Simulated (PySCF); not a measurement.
Isomers of C5H6O2, one GFN2-xTB conformer each. Single-point energies are computed at PBE0/pcSseg-1 (PySCF, gas phase, no added dispersion term), electronic only.

```json
{"SMILES": "COc1ccoc1", "GFN2-xTB relative energy (kJ/mol)": "26.1"}
{"SMILES": "COC1=CCC1=O", "GFN2-xTB relative energy (kJ/mol)": "154.6"}
{"SMILES": "O=C1CCC(=O)C1", "GFN2-xTB relative energy (kJ/mol)": "0.0"}
```

Conformers: `[CH3:1][O:2][c:3]1[cH:4][cH:5][o:6][cH:7]1` with C1–O2–C3–C4 -178°; `[CH3:1][O:2][C:3]1=[CH:4][CH2:5][C:6]1=[O:7]` with C1–O2–C3–C4 180°; `[O:1]=[C:2]1[CH2:3][CH2:4][C:5](=[O:6])[CH2:7]1` with O1–C2–C3–C4 168°, C2–C3–C4–C5 16°, C3–C4–C5–O6 168°, C4–C5–C7–C2 5°.

Question: What does PBE0/pcSseg-1 give for the same structures?

Answer: 
```
       SMILES  PBE0/pcSseg-1 E (Eh)  PBE0/pcSseg-1 (kJ/mol)  GFN2-xTB (kJ/mol)  point group
O=C1CCC(=O)C1            -344.16091                     0.0                0.0           C2
    COc1ccoc1            -344.11299                   125.8               26.1            –
  COC1=CCC1=O            -344.09274                   179.0              154.6           Cs
```

Both levels put the same isomer lowest; measured from each level's own lowest isomer, the values differ by up to 99.7 kJ/mol (COc1ccoc1: 26.1 against 125.8). As drawn, the highest has a four-membered ring and a C=C bond outside aromatic rings, which the lowest lacks.

Question: Which frontier levels, dipoles and rotational constants go with these structures?

Answer: 
```json
{"SMILES": "O=C1CCC(=O)C1", "HOMO (eV, PBE0/pcSseg-1)": "-7.23", "LUMO (eV)": "-1.31", "dipole (D)": "1.76", "A, B, C (MHz)": "5883, 2132, 1618"}
{"SMILES": "COc1ccoc1", "HOMO (eV, PBE0/pcSseg-1)": "-6.30", "LUMO (eV)": "0.48", "dipole (D)": "1.06", "A, B, C (MHz)": "7696, 2036, 1627"}
{"SMILES": "COC1=CCC1=O", "HOMO (eV, PBE0/pcSseg-1)": "-7.02", "LUMO (eV)": "-1.40", "dipole (D)": "1.55", "A, B, C (MHz)": "4622, 2517, 1664"}
```
